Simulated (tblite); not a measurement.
Compound: C7H13P.
Atom-mapped SMILES: `[CH3:1][CH:2]([CH3:3])[C:4]1=[CH:5][CH2:6][CH2:7][PH:8]1` (hydrogens: H9, H10, H11 on C1; H12 on C2; H13, H14, H15 on C3; H16 on C5; H17, H18 on C6; H19, H20 on C7; H21 on P8)

The geometry is computed with GFN2-xTB (gas phase).

Give the optimised bond lengths and angles.

```json
{"bond": "C1–C2, C2–C3", "length (bohr)": "2.888", "order": "single"}
{"bond": "C2–C4", "length (bohr)": "2.836", "order": "single"}
{"bond": "C4=C5", "length (bohr)": "2.510", "order": "double"}
{"bond": "C5–C6", "length (bohr)": "2.831", "order": "single"}
{"bond": "C6–C7", "length (bohr)": "2.892", "order": "single"}
{"bond": "C7–P8", "length (bohr)": "3.520", "order": "single"}
{"bond": "C4–P8", "length (bohr)": "3.484", "order": "single"}
{"bond": "C1–H9 and 5 like bonds", "length (bohr)": "2.056", "order": "single"}
{"bond": "C2–H12", "length (bohr)": "2.076", "order": "single"}
{"bond": "C5–H16", "length (bohr)": "2.039", "order": "single"}
{"bond": "C6–H17, C6–H18", "length (bohr)": "2.067", "order": "single"}
{"bond": "C7–H19, C7–H20", "length (bohr)": "2.065", "order": "single"}
{"bond": "P8–H21", "length (bohr)": "2.664", "order": "single"}
```

Bonds in one row agree within 0.02 bohr and their mean is given. Orders are formal, as drawn. A selection of angles:
```json
{"angle": "C1–C2–C3", "degrees": "110.7"}
{"angle": "C1–C2–C4", "degrees": "113.1"}
{"angle": "C3–C2–C4", "degrees": "109.1"}
{"angle": "C2–C4–C5", "degrees": "128.6"}
{"angle": "C2–C4–P8", "degrees": "118.8"}
{"angle": "C5–C4–P8", "degrees": "112.6"}
{"angle": "C4–C5–C6", "degrees": "117.0"}
{"angle": "C5–C6–C7", "degrees": "107.0"}
{"angle": "C6–C7–P8", "degrees": "107.5"}
{"angle": "C4–P8–C7", "degrees": "89.1"}
```

Dihedral angles: C1–C2–C4–C5 -2° (synperiplanar); C2–C4–C5–C6 -179° (antiperiplanar); C4–C5–C6–C7 -19° (synperiplanar); C5–C6–C7–P8 27° (synperiplanar); C6–C7–P8–C4 -22° (synperiplanar); C2–C4–P8–C7 -167° (antiperiplanar). The mirror-image conformer, all signs reversed, is as good.

The 5-membered ring C4–C5–C6–C7–P8 has internal angles of 89.1° to 117.0°; it is puckered, 0.13 Å rms from its mean plane, widest ring torsion 27°. Of the pairs four or more bonds apart, C1···H16 is among the closest relative to their van der Waals radii: 2.70 Å, 93 % of the sum of Bondi's values. P8 (phosphine phosphorus) is pyramidal (angles 95.3°, 94.2° and 89.1°, sum 278.7°, 0.91 Å off the plane of its three neighbours). The C–C distances run from 1.328 Å (C4=C5, drawn double) to 1.531 Å (C6–C7, drawn single), a spread of 0.203 Å.

Point group: C1 (no symmetry element, even within 0.4 Å). Its GFN2-xTB frequencies are all real (lowest 44 cm⁻¹). The numbers are those of one conformer.
